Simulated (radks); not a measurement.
Q: The table gives one normalised radial function P(r) = r R(r) of Pm39+ in [Ar] 3d4 (r in bohr). All-electron calculation, scalar-relativistic Kohn-Sham, SCAN, spin-polarised, spherical densities, finite nucleus; open shells are filled with parallel spins first (spin-orbit coupling, left out, can overturn this in heavy ions); meta-GGA in the generalised Kohn-Sham scheme; Fermi nuclear charge, rms radius 4.962 fm. Program: a radial shooting solver on a logarithmic mesh with Libxc functionals.

r,P
0.001046,0.0054
0.001319,0.0080
0.001676,0.0121
0.002131,0.0182
0.002709,0.0275
0.003417,0.0410
0.004343,0.0617
0.005521,0.0924
0.007019,0.1376
0.008852,0.2002
0.01125,0.2912
0.01431,0.4156
0.01819,0.5785
0.02293,0.7711
0.02916,0.9934
0.03706,1.2023
0.04712,1.3316
0.05942,1.2911
0.07554,0.9773
0.09603,0.3304
0.1221,-0.5869
0.154,-1.5092
0.1957,-2.1530
0.2488,-2.2012
0.3163,-1.6749
0.3989,-0.9488
0.5071,-0.3637
0.6446,-0.0879
0.8195,-0.0120
1.033,-0.0009
1.314,0.0000

Which n and l does it have? It may be an empty orbital.

A: n = 3, l = 1: the number of nodes gives n - l - 1 = 1, the rise at small r (about r^(l+1), flatter next to the nucleus through relativity) gives l, and the extent must fit the shell. The curve is that of 3p down; the table hardly tells the two spins apart. 3p down: eigenvalue -3108.5 eV, 1 radial node at r = 0.105 bohr, <r> = 0.242 bohr, 90 % of the charge inside 0.359 bohr.
